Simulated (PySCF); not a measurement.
Geometry (Å), atoms numbered from 1 in this order:
```xyz
20

C     3.560    0.289   -0.541
O     2.828    0.261    0.651
C     1.545   -0.331    0.529
Si    0.324    0.744   -0.477
N    -1.284    0.134   -0.176
C    -1.661   -1.018    0.468
C    -3.017   -1.115    0.471
C    -3.514    0.028   -0.203
C    -2.433    0.760   -0.584
H     3.667   -0.718   -0.966
H     4.544    0.680   -0.290
H     3.091    0.937   -1.291
H     1.648   -1.341    0.107
H     1.200   -0.439    1.560
H     0.549    0.641   -1.928
H     0.394    2.133   -0.021
H    -0.923   -1.683    0.871
H    -3.601   -1.904    0.901
H    -4.545    0.266   -0.375
H    -2.376    1.687   -1.117
```

[PySCF 2.14: shieldings: GIAO PBE0/pcSseg-1; geometry from GFN2-xTB; no solvent; one averaged value for each set of equivalent atoms; non-relativistic; one computed conformer]

Task: List the cross peaks expected in HSQC, COSY and HMBC spectra.

Result: 

HSQC (one-bond C–H):
```
                δH             δC
    6.59 (H18/H19)  117.7 (C7/C8)
    6.49 (H17/H20)  126.1 (C6/C9)
    4.20 (H13/H14)      62.6 (C3)
3.51 (H10/H11/H12)      63.1 (C1)
```

COSY cross peaks (H two or three bonds apart, from the bond graph; peaks can be absent where the dihedral angle is near 90°):
```
            δH              δH
6.59 (H18/H19)  6.49 (H17/H20)
5.51 (H15/H16)  4.20 (H13/H14)
```

HMBC (two and three bonds, from the bond graph):
```
                δH                            δC
    6.59 (H18/H19)  126.1 (C6/C9), 117.7 (C7/C8)
    6.49 (H17/H20)  126.1 (C6/C9), 117.7 (C7/C8)
    5.51 (H15/H16)      126.1 (C6/C9), 62.6 (C3)
    4.20 (H13/H14)                     63.1 (C1)
3.51 (H10/H11/H12)                     62.6 (C3)
```

References, each an isolated molecule treated in the same way: 1H and 13C vs TMS.

Short H···H contacts in this conformer between protons four or more bonds apart (candidates for NOE cross peaks, intensity ∝ r⁻⁶): H10···H13 2.37 Å, H14···H17 2.56 Å, H12···H15 2.64 Å.

Shifts are as computed. Against solution values, carbons near 30 ppm lie about +3 ppm off and those near 130 ppm about +5 ppm. Of 1211 compounds with measured shifts, 218 miss one by over three times the rms of a fit or turn the order of signals round; such compounds aren't used in these exercises.
